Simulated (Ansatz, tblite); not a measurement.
Removing and adding an electron: `O=P(O)(O)CCCCCCCCCCCOc1ccccc1`. The state is a singlet with charge 0. Geometry: r2SCAN-D4/def2-SVP. Ansatz, gas phase; energy differences of separate SCF runs; the oxidised species was run as a doublet alone; the reduced species was run as a doublet alone.

```xyz
51

O     5.008   -0.824   -2.813
P     5.241    0.462   -3.532
O     5.496    1.725   -2.529
O     6.543    0.432   -4.512
C     3.987    1.139   -4.633
C     2.658    1.456   -3.940
C     1.890    0.212   -3.492
C     0.551    0.521   -2.821
C     0.668    1.259   -1.488
C    -0.679    1.455   -0.796
C    -0.617    2.290    0.485
C     0.304    1.742    1.581
C     0.020    0.321    2.079
C    -1.327    0.111    2.785
C    -2.495   -0.216    1.859
O    -3.691   -0.470    2.583
C    -3.878   -1.676    3.177
C    -3.006   -2.772    3.065
C    -3.322   -3.975    3.709
C    -4.489   -4.103    4.463
C    -5.353   -3.006    4.572
C    -5.053   -1.803    3.938
H     5.707    1.394   -1.643
H     7.093   -0.336   -4.292
H     3.855    0.407   -5.449
H     4.435    2.041   -5.082
H     2.032    2.043   -4.636
H     2.863    2.116   -3.079
H     2.521   -0.386   -2.811
H     1.714   -0.430   -4.375
H     0.011   -0.429   -2.652
H    -0.085    1.109   -3.511
H     1.139    2.249   -1.639
H     1.355    0.694   -0.831
H    -1.122    0.463   -0.587
H    -1.377    1.942   -1.502
H    -1.637    2.421    0.887
H    -0.274    3.309    0.226
H     0.265    2.429    2.446
H     1.349    1.780    1.224
H     0.120   -0.404    1.247
H     0.824    0.056    2.787
H    -1.233   -0.718    3.508
H    -1.591    1.003    3.382
H    -2.251   -1.071    1.200
H    -2.741    0.634    1.206
H    -2.082   -2.703    2.487
H    -2.634   -4.821    3.616
H    -4.724   -5.046    4.964
H    -6.273   -3.088    5.159
H    -5.716   -0.936    4.008
```

The xTB rows come from tblite. Single mean-field runs in def2-TZVP are fitted with def2-universal-jkfit. HOMO above LUMO, or a gap near zero within one spin, warns that the state may not be the lowest or that an electron is smeared out.

```json
{"level": "GFN1-xTB", "−HOMO (eV)": "11.12", "vertical IE (eV)": "13.45", "−LUMO (eV)": "7.02", "vertical EA (eV)": "4.31", "HOMO–LUMO gap (eV)": "4.10", "IE − EA (eV)": "9.14", "remarks": "–"}
{"level": "GFN2-xTB", "−HOMO (eV)": "10.09", "vertical IE (eV)": "12.26", "−LUMO (eV)": "5.99", "vertical EA (eV)": "2.93", "HOMO–LUMO gap (eV)": "4.10", "IE − EA (eV)": "9.34", "remarks": "–"}
{"level": "PBE-D4/def2-TZVP", "−HOMO (eV)": "5.22", "vertical IE (eV)": "7.54", "−LUMO (eV)": "1.05", "vertical EA (eV)": "-0.65", "HOMO–LUMO gap (eV)": "4.17", "IE − EA (eV)": "8.19", "remarks": "HOMO above zero (-1 doublet), gap within one spin near zero (+1 doublet), gap within one spin near zero (-1 doublet)"}
{"level": "PBE0-D4/def2-TZVP", "−HOMO (eV)": "6.25", "vertical IE (eV)": "7.95", "−LUMO (eV)": "0.16", "vertical EA (eV)": "-1.09", "HOMO–LUMO gap (eV)": "6.10", "IE − EA (eV)": "9.05", "remarks": "HOMO above zero (-1 doublet)"}
{"level": "ωB97X-V/def2-TZVP", "−HOMO (eV)": "8.38", "vertical IE (eV)": "8.02", "−LUMO (eV)": "-1.91", "vertical EA (eV)": "-1.60", "HOMO–LUMO gap (eV)": "10.29", "IE − EA (eV)": "9.62", "remarks": "HOMO above zero (-1 doublet)"}
```

Relaxing the oxidised species (r2SCAN-D4/def2-SVP) changes its energy by -0.12 eV at PBE-D4/def2-TZVP, so the adiabatic ionisation energy to this nearest minimum is 7.42 eV. At PBE0-D4/def2-TZVP it is 7.80 eV. The gap within one spin of the relaxed charge 1 doublet nearly closes, so an electron or hole may be smeared out by delocalisation error.     A HOMO above zero means that the electron is unbound at that level or that self-interaction error raises the level; the energy of removing that electron tells which. Raw xTB energy differences between charge states are shifted by several eV; the methods need an empirical correction for them. Sets without diffuse functions give affinities that are too small. A negative affinity means that the extra electron isn't bound; its size then hangs on the basis.
